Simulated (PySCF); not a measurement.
Input of a run (PBE0-D3(BJ)/def2-SVP geometry optimisation, gas phase (PySCF 2.14.0)), started from GFN2-xTB:
```
{"job": {"xc": "PBE0", "basis": "def2-SVP", "d3": "d3bj", "grid": 1, "shake": 0.01, "kind": "geom"}, "charge": 0, "multiplicity": 1}
Br     1.999810    -0.135180    -0.254420
P     -0.003290    -0.002040     0.751630
Br    -0.910140     1.765410    -0.269900
Br    -1.048390    -1.653560    -0.260320
```

Output (energies in Eh, forces in Eh/bohr):
```
step   0  E = -8061.82801167  max force = 0.007130
step   1  E = -8061.82536643  max force = 0.022370
step   2  E = -8061.82823285  max force = 0.004128
step   3  E = -8061.82836798  max force = 0.001374
step   4  E = -8061.82838246  max force = 0.000523
step   5  E = -8061.82838283  max force = 0.000433
optimisation converged
```

Q: Summarise the run.

A: The energy falls by 0.010 eV over 6 energy and gradient evaluations, the largest force component goes from 0.0071 to 4.3e-04 Eh/bohr, and the atoms move by 0.025 Å rms after alignment. The bond that changes most is P2–Br4 (ends: three-coordinate phosphorus; bromine bonded to P), which lengthens by 0.034 Å. Bonds longer at the end by more than 0.005 Å: 1 of 3; shorter: 1. The energy rose by more than 1e-6 Eh at step 1.

Q: What are the final bond lengths?

A: Br1–P2 2.233 Å, P2–Br3 2.237 Å, P2–Br4 2.235 Å. Numbering counts from 1 in the input's order; the species is phosphorus tribromide (`BrP(Br)Br`).

The run used 114 basis functions and 40 SCF cycles in all. The run took 43 s of wall time on Arm Neoverse V1, one thread, shared host with 32 logical CPUs at a one-minute load of 8.2, and the process peaked at 0.52 GiB of memory.

Not checked by PBE0-D3(BJ)/def2-SVP frequencies.
